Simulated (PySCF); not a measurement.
**Bi⁷⁶⁺: ionisation energy**

Bi⁷⁶⁺ [He] 2s2 2p3 (4S) → Bi⁷⁷⁺ [He] 2s2 2p2 (3P), as a difference of total energies. Calculation: PySCF 2.14, in an even-tempered Gaussian basis (18 s from 60 bohr⁻², ratio 2.2; 13 p from 78 bohr⁻², ratio 2.2; 5 d from 290 bohr⁻², ratio 2.4; 5 f from 430 bohr⁻², ratio 2.4; 4 g from 650 bohr⁻², ratio 2.4); the spin-free X2C one-electron Hamiltonian (Gaussian nucleus). Correlated levels: nothing frozen; virtual orbitals above 40 to 60 times the deepest correlated orbital energy dropped. The calculations carry no spin-orbit coupling.

```tsv
method	ionisation energy (eV)
UHF	22124.8
LDA	22114.4
PBE	22117.6
PBE0	22119.7
r2SCAN	22125.5
B3LYP	22120.6
PW91	22119.7
MP2 (all electrons)	22125.3
SCS-MP2 (all electrons)	22124.7
```

Spin-orbit coupling is strong in these open shells (close to jj coupling). The scalar numbers leave it out and a first-order estimate fails, so it can dominate the gap to the real levels.

For this ion Breit and QED terms and the two-electron picture change, all absent here, outweigh the differences among the correlated methods.

For comparison: 21300 ± 110 eV (theoretical estimate listed by NIST; NIST Atomic Spectra Database, ionization energies).
